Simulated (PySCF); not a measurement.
Cartesian coordinates in Å; atom numbers follow the order of the lines, from 1:
```xyz
21

C    -3.0159    0.5742   -0.3678
N    -2.4828   -0.6422    0.2084
C    -1.0439   -0.7887    0.1218
C    -0.2228    0.1920    0.9730
C     1.2745   -0.0744    0.8566
N     1.7349    0.1326   -0.5031
C     3.1531   -0.1058   -0.6605
H    -2.6858    0.6380   -1.4046
H    -2.7149    1.4969    0.1497
H    -4.1041    0.5148   -0.3533
H    -2.7785   -0.7221    1.1772
H    -0.8064   -1.8101    0.4329
H    -0.7532   -0.6810   -0.9253
H    -0.4289    1.2164    0.6534
H    -0.5196    0.0988    2.0213
H     1.4819   -1.1181    1.1155
H     1.8171    0.5638    1.5807
H     1.5149    1.0824   -0.7917
H     3.7802    0.5061    0.0080
H     3.4360    0.0992   -1.6913
H     3.3552   -1.1559   -0.4468
```

Geometry: GFN2-xTB; GIAO shifts from PySCF, gas phase, non-relativistic, averaged over equivalent atoms.

At mPW1PW91/STO-3G (49 basis functions, 5.4 s wall time on 1 thread of an Arm Neoverse V2, shared host):
```tsv
atoms	δ (ppm)
C3/C5	45.7
C1/C7	36.6
C4	27.2
N2/N6	10.5
H12/H13/H16/H17	1.75
H8/H9/H10/H19/H20/H21	1.50
H14/H15	0.75
H11/H18	-1.03
```

Referencing at the same level of theory: TMS for ¹³C (σref 235.65) and ¹H (σref 33.04); ¹⁵N (σref 295.66) against NH3.

Problem. What do these become at PBE0/pcSseg-1?

Solution. 
```csv
atoms,δ at PBE0/pcSseg-1,change
C3/C5,55.0,+9.3
C1/C7,39.0,+2.4
C4,33.8,+6.6
N2/N6,47.7,+37.2
H12/H13/H16/H17,2.86,+1.11
H8/H9/H10/H19/H20/H21,2.59,+1.09
H14/H15,1.43,+0.68
H11/H18,-0.53,+0.50
```

Referencing at the same level of theory: ¹³C (σ = 186.93 ppm) and ¹H (σ = 31.72 ppm) vs TMS; ¹⁵N (σ = 267.73 ppm) against NH3.

The largest change is at N2/N6 (amine nitrogen). Cost: 189 basis functions, 47 s wall time on 1 thread of an Arm Neoverse N1, shared host. The order of the carbon signals is the same at both levels.

Experimental scales use liquid or dissolved standards, which lie at an offset from isolated NH3 (liquid NH3: subtract about 20 ppm).
